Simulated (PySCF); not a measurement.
Delta-SCF ions had no search for a lower state. 

Cartesian coordinates (Å):
```xyz
9

N      2.2635     0.5835    -1.4174
C      1.5418     0.1253    -0.6488
C      0.6092    -0.4270     0.2982
Si    -1.2273     0.2147     0.1506
O     -2.1477    -0.4419     1.2157
H      0.9403    -0.2034     1.3134
H      0.5735    -1.5120     0.1890
H     -1.0299     1.7102     0.2052
H     -1.5233    -0.0493    -1.3058
```
Charge -1, spin multiplicity 1.

Task: Predict the total energy, HOMO and vertical detachment energy (Delta-SCF) from CAM-B3LYP-D3(BJ)/def2-TZVPD (PySCF).

Result: 
| Property | Result |
|---|---|
| total energy | -13556.40 eV |
| HOMO | -3.52 eV |
| vertical detachment energy (Delta-SCF) | 4.28 eV |
